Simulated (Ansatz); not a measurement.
Job for Ansatz (an electronic-structure program): U-r2SCAN/def2-TZVPP on ClHSn (SMILES [Cl][SnH]), a point of a bond scan (R = 4.792 Å). Elements past Kr take the def2 small-core potentials; no spin–orbit coupling.

Ansatz 0.2 input:
```yaml
crystal:
  periodic: [false, false, false]
  atoms:
    - {symbol: Sn, position_ang: [-0.30483669, -0.30030482, 0.41765924]}
    - {symbol: H, position_ang: [-1.42233025, -0.94349575, -0.81898880]}
    - {symbol: Cl, position_ang: [2.26532667, 2.17780324, -2.77812664]}
basis:
  gaussian:
    orbitals: def2-TZVPP
hamiltonian:
  xc: {name: r2SCAN}
magnetization: {spin_polarized: true, initial_magnetization: 0}
```

The log:

```
WARN ansatz: RAYON_NUM_THREADS=1 ignored (pool sized by the plan → 1); use --threads N
Functional definition: r2SCAN
integrals: 0.03 GiB planned
741 factors; their error is unknown
mean field: 0.31 GiB planned
mean field evaluation 1: about -18365.5383 eV, gradient 2.0e1 eV
mean field evaluation 2: about -18139.5364 eV, gradient 8.2e1 eV
mean field evaluation 4: about -18278.5548 eV, gradient 5.5e1 eV
mean field evaluation 8: about -18281.1290 eV, gradient 5.2e1 eV
mean field evaluation 16: about -18369.4450 eV, gradient 3.0e-2 eV
mean field evaluation 32: about -18369.4639 eV, gradient 1.6e0 eV
mean field evaluation 64: about -18369.6541 eV, gradient 1.3e-1 eV
mean field evaluation 96: about -18369.5746 eV, gradient 5.8e-1 eV
mean field evaluation 128: about -18368.9280 eV, gradient 4.9e-5 eV
mean field evaluation 160: about -18368.9354 eV, gradient 1.6e0 eV
mean field evaluation 192: about -18364.3691 eV, gradient 1.9e1 eV
mean field evaluation 224: about -18369.6513 eV, gradient 2.7e-1 eV
mean field evaluation 256: about -18369.2722 eV, gradient 5.1e0 eV
mean field evaluation 288: about -18369.5707 eV, gradient 3.4e-2 eV
mean field evaluation 320: about -18369.6353 eV, gradient 2.1e-1 eV
mean field -18369.66134771 eV, -675.0726031248 hartree, gradient 3.1e-6 eV, S^2 0.548542; 18 other end points of the search recorded, 0 dependent functions left out
reference -18369.66136575 eV, -675.0726037876 hartree; 20, 20 occupied and 86, 86 virtual orbitals, 741 factors
Total energy: -18369.66136575 eV, -675.0726037876 hartree
```

Self-consistency was reached. Its determinant has ⟨S²⟩ = 0.55, a mixture of spin states.

Cost: around 70 core-seconds (rough).
